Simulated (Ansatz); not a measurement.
CH2AlFO can be A, `[F][Al]1[CH2][O]1`, or B, `O=[CH][AlH][F]`.

Computed with Ansatz on PBE0-D4/def2-TZVP structures; ΔE is electronic, products minus reactants. CBS: MP2 limit from def2 TZ/QZ plus the TZ coupled-cluster correction, frozen cores. DFT in def2-TZVPP. B3LYP here is the variant with VWN-RPA as its local correlation; programs differ in this. One conformer a species, not always the lowest.

Problem. Which isomer does CCSD(T)/CBS put lower? Give the gap. (Best estimate.)

Solution. Computed: A, by 17.9 kJ/mol.

Problem. Give E(B) − E(A) in kJ/mol with ωB97M-V, PBE0-D4, B3LYP, LDA (SPW92), r2SCAN-D4, CCSD(T)/def2-SVP, B2PLYP. (Estimate.)

Solution. Ansatz gave: ωB97M-V 13.6, PBE0-D4 19.4, B3LYP 4.9, LDA (SPW92) 40.1, r2SCAN-D4 25.7, CCSD(T)/def2-SVP -14.4, B2PLYP 11.8. The order is the other way round with CCSD(T)/def2-SVP.

Problem. Does the order hold for the free energy at 298.15 K (harmonic terms from PBE0-D4)? (Best estimate.)

Solution. Computed: No: G(B) − G(A) = -2.1 kJ/mol, for one conformer each. Modes under 60 cm⁻¹, often nearly free rotors, make the harmonic entropy too high.

Largest T1 diagnostic: 0.015.

Leaving LDA and LC-ωPBE aside and taking each functional with its dispersion term where it has one, the values, not all of them listed here, spread over 24.1 kJ/mol, from BLYP-D4 to r2SCANh-D4. LDA lies +23.2 kJ/mol from PBE without D4. From BLYP to BHLYP (50 % exact exchange), in def2-TZVPP and without D4, E(B) − E(A) moves by +4.1 kJ/mol.
